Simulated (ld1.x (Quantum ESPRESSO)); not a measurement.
## cerium (Ce): TM pseudisation with PBEsol, fully relativistic reference atom.

Ce, norm-conserving Troullier–Martins (Kleinman–Bylander form), made with ld1.x (Quantum ESPRESSO) 7.5 (PBEsol, fully relativistic). Core [Xe], reference 4f1 5d1 6s1 6p0 (charge +1). Waves: 6s (bound): rc 3.72 bohr; 6p (bound, empty): rc 4.74 bohr; 4f (bound): rc 1.92 bohr; 5d (bound): rc 3.72 bohr. Local part: the d channel. Core correction: a·sin(br)/r model core inside 1.00 bohr.

Open shells are filled in proportion to 2j + 1 (rel_dist='average').

Poles of the logarithmic derivatives, all-electron (AE) and pseudo (PS). Narrow ghost or core levels that the grid stepped over were put in at their known energies. s: poles at -0.4, 1.8 (AE) and -1.7, -0.4, 1.5, 3.6 (PS) Ry. p1/2: poles at 0.0, 2.3 (AE) and 0.1, 2.3 (PS) Ry. p3/2: poles at -2.1, 0.1, 2.4 (AE) and -0.4, 0.1, 2.3 (PS) Ry. d3/2: poles at -0.6, 1.0, 3.5 (AE) and -0.6, 1.0, 3.5 (PS) Ry. d5/2: poles at -0.6, 1.0, 3.5 (AE) and -0.6, 1.0, 3.5 (PS) Ry. f5/2: poles at 0.7, 2.5 (AE) and 0.7, 2.7 (PS) Ry. f7/2: poles at 0.7, 2.5 (AE) and 0.7, 2.7 (PS) Ry. Test radius 5.12 bohr.

- Cutoffs needed: 100 Ry and 110 Ry (the cutoffs (Ry, on a coarse ladder) from which the occupation-weighted sum of valence levels, in a spherical-Bessel basis at the reference potential, stays within 10 and 1 mRy of its value at 400 Ry)
- Ghost test: ghost states, extra bound levels that the all-electron valence spectrum of the same l lacks: s at -23.4 eV, p3/2 at -5.6 eV; a true bound ghost makes a file unfit for plane-wave use (spherical-Bessel basis up to 400 Ry, 20 bohr box)
- Configuration tests: 3 of 7 tests not solved or not reliable; not counted: 4f0 5d2 6s1 6p0 (solver errors, printed error -35.4 eV); 4f0 5d1 6s2 6p0 (solver errors, printed error -29.3 eV); 4f1 5d1 6s0 6p1 (solver errors, printed error -831 meV)
